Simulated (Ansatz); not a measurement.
Ansatz (a program for electronic structure) input (MP2/LANL2DZ): The .json file is the Basis Set Exchange's LANL2DZ.

Ansatz 0.2 input:
```yaml
crystal:
  periodic: [false, false, false]
  atoms:
    - {symbol: Ta, position_ang: [0.10912900, -0.22170900, 0.09238700]}
    - {symbol: O, position_ang: [1.87134200, -0.33468000, -0.07790600]}
    - {symbol: O, position_ang: [-0.42859500, -0.72300800, 1.70691700]}
    - {symbol: Cl, position_ang: [-1.14755400, 1.44978000, -1.16331500]}
basis:
  gaussian:
    orbitals: LANL2DZ.json
total_charge: -1
magnetization: {spin_polarized: true, initial_magnetization: 1}
correlation: {method: mp2, electrons: outside_noble_gas}
```

Output:

```
Functional definition: HF
integrals: 0.02 GiB planned
678 factors; integrals over basis functions are off by at most 8.0e-5 eV
mean field: 0.16 GiB planned
mean field evaluation 1: about -6027.5456 eV, gradient 3.7e1 eV
mean field evaluation 2: about -6027.7964 eV, gradient 3.8e1 eV
mean field evaluation 4: about -6036.0619 eV, gradient 3.0e0 eV
mean field evaluation 8: about -6036.2986 eV, gradient 5.3e-1 eV
mean field evaluation 16: about -6036.3364 eV, gradient 4.1e-3 eV
mean field evaluation 32: about -6027.6811 eV, gradient 2.3e1 eV
mean field -6036.33642755 eV, -221.8312721367 hartree, gradient 4.5e-6 eV, S^2 0.844407; 2 other end points of the search recorded, 0 dependent functions left out
6 core orbitals not correlated
reference -6036.33642755 eV, -221.8312721367 hartree; 13, 12 occupied and 29, 30 virtual orbitals, 678 factors
second order -11.58534591 eV of doubles, -0.00000000 eV of singles
Total energy: -6047.92177347 eV, -222.2570257463 hartree
```

The dipole moment of an ion depends on the origin.

The geometry given is a B3LYP-D3(BJ)/def2-TZVP minimum.
